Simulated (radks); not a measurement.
Values are calculated unless marked as measured or tabulated.
The technetium anion Tc- inside a hard spherical wall (all orbitals vanish at R), configuration held at [Kr] 4d6 5s2 and not refilled when levels cross. Level of theory: scalar-relativistic Kohn-Sham, LDA (Slater exchange, VWN5 correlation), spin-polarised, spherical densities, finite nucleus; open shells are filled with parallel spins first (spin-orbit coupling, left out, can overturn this in heavy ions); Fermi nuclear charge, rms radius 4.4112 fm (a radial shooting solver on a logarithmic mesh with Libxc functionals). Eigenvalues in eV for spin up, with the zero of energy where the potential of the charges vanishes at infinity; a dash marks a level that is unbound or too diffuse for the functional's potential to be trusted. A positive occupied level is held by the wall or, in an anion where self-interaction has pushed it up, behind a barrier. The pressure on the wall is -dE/dV.

R (bohr)  E (hartree)  kinetic (hartree)    e(4s)    e(4p)   e(4d)   e(5s)  e(6s, empty)  e(5p, empty)  pressure (GPa)
20        -4281.38795           4419.399  -65.843  -38.034  -0.122   0.079         2.090         2.114        0.000435
7         -4281.33290           4419.633  -63.601  -35.795   1.988   1.985        12.985         5.764            2.00
6         -4281.26489           4419.900  -62.190  -34.404   3.258   3.359        19.248         7.787            6.82
5         -4281.08233           4420.576  -59.484  -31.764   5.674   6.315        31.374        11.894            27.9
3         -4278.18087           4430.380  -41.028  -14.071  24.088  38.110        130.64        51.581            1230
1.5       -4221.62418           4593.563   79.963   116.35  176.45  398.55        882.26        431.78          161000
